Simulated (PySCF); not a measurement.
# `InChI=1S/C5H12ClNSi/c1-7(8-6)5-3-2-4-5/h5H,2-4,8H2,1H3`

Geometry (Å), atoms numbered from 1 in this order:
```xyz
20

C     1.585   -0.733    1.561
N     1.031   -0.007    0.439
Si    1.935    0.362   -0.968
Cl    1.228   -0.557   -2.632
C    -0.367    0.275    0.630
C    -1.370   -0.869    0.351
C    -2.292    0.151   -0.330
C    -1.122    1.145   -0.386
H     1.051   -1.675    1.715
H     1.500   -0.138    2.476
H     2.634   -0.952    1.386
H     3.283   -0.138   -0.735
H     1.910    1.797   -1.252
H    -0.501    0.668    1.647
H    -1.771   -1.394    1.216
H    -0.958   -1.588   -0.354
H    -2.712   -0.148   -1.287
H    -3.094    0.488    0.323
H    -1.326    2.168   -0.079
H    -0.649    1.155   -1.363
```

Method used: GIAO B3LYP/pcSseg-1 magnetisability, rotational g tensor and spin-rotation constants, non-relativistic, gas phase in PySCF. Geometry: GFN2-xTB.

Q: Give the nuclear spin-rotation constants along the inertial axes (H = +C I·J) beside the isotropic shieldings.

A: Rotational constants 1.7875, 1.1323, 0.8368 GHz. A star marks the isotopologue with that one atom substituted, in its own axes.
| atom | isotope | Caa (kHz) | Cbb (kHz) | Ccc (kHz) | mean (kHz) | σ (ppm) |
| --- | --- | --- | --- | --- | --- | --- |
| N2 | 14N | 0.089 | 0.070 | 0.050 | 0.069 | 197.2 |
| Cl4 | 35Cl | 0.232 | 0.173 | 0.143 | 0.183 | 890.5 |
| H9 | 1H | -0.135 | -0.121 | 0.010 | -0.082 | 29.0 |
| H10 | 1H | -0.085 | -0.061 | -0.064 | -0.070 | 29.4 |
| H11 | 1H | 0.015 | -0.081 | -0.093 | -0.053 | 29.0 |
| H12 | 1H | -0.038 | -0.027 | -0.070 | -0.045 | 26.9 |
| H13 | 1H | -0.152 | -0.093 | 0.043 | -0.068 | 26.3 |
| H14 | 1H | -0.062 | -0.032 | -0.082 | -0.059 | 28.5 |
| H15 | 1H | -0.043 | -0.090 | -0.058 | -0.064 | 29.4 |
| H16 | 1H | -0.058 | -0.125 | -0.033 | -0.072 | 29.8 |
| H17 | 1H | -0.192 | 0.023 | -0.080 | -0.083 | 29.9 |
| H18 | 1H | 0.060 | -0.127 | -0.090 | -0.052 | 30.0 |
| H19 | 1H | -0.155 | -0.125 | 0.017 | -0.088 | 29.5 |
| H20 | 1H | 0.026 | -0.078 | -0.100 | -0.051 | 29.2 |
| C1 | 13C* | 0.356 | 0.175 | 0.161 | 0.231 | 141.1 |
| Si3 | 29Si* | -1.037 | -0.702 | -0.540 | -0.760 | 363.8 |
| C5 | 13C* | 0.336 | 0.265 | 0.178 | 0.260 | 122.6 |
| C6 | 13C* | 0.295 | 0.198 | 0.157 | 0.216 | 146.7 |
| C7 | 13C* | 0.275 | 0.176 | 0.106 | 0.186 | 166.1 |

For the geometry as given, no vibrational averaging.

Q: How do the rotational constants and the g tensor change when H9, H10, H11, H12, H13, H14, H15, H16, H17, H18, H19, H20 are replaced by deuterium?

A: Constants 1.4944, 0.9962, 0.7380 GHz; g -0.0197, -0.0095, -0.0073, against -0.0237, -0.0107, -0.0081 before.
